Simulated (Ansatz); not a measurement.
Calculated with Ansatz (gas phase, PBE0-D4/def2-TZVP geometries, no zero-point term in ΔE). CBS: MP2 limit from def2 TZ/QZ plus the TZ coupled-cluster correction, frozen cores. Functionals use def2-TZVPP. For Zn outer-core shells are correlated without core-valence functions, which leaves a few kJ/mol of doubt a bond. Scalar relativity is left out up to krypton. Each species was taken in one conformer, which may not be the lowest.

Consider the redistribution: `C[SiH2][BH][ZnH]` + `B[SiH2]O` → `O[SiH2][BH][ZnH]` + `B[SiH2]C`.

| species | PBE energy (Eh) |
| --- | --- |
| `C[SiH2][BH][ZnH]` | -2135.49839 |
| `B[SiH2]O` | -392.33216 |
| `O[SiH2][BH][ZnH]` | -2171.44908 |
| `B[SiH2]C` | -356.38403 |

(1) Work out ΔE.

Largest T1 diagnostic among the species: 0.014.

Answers

(1) ΔE = (-2171.44908) + (-356.38403) − (-2135.49839) − (-392.33216) = -0.00256 Eh = -6.7 kJ/mol. CCSD(T)/CBS gives -8.1 kJ/mol.
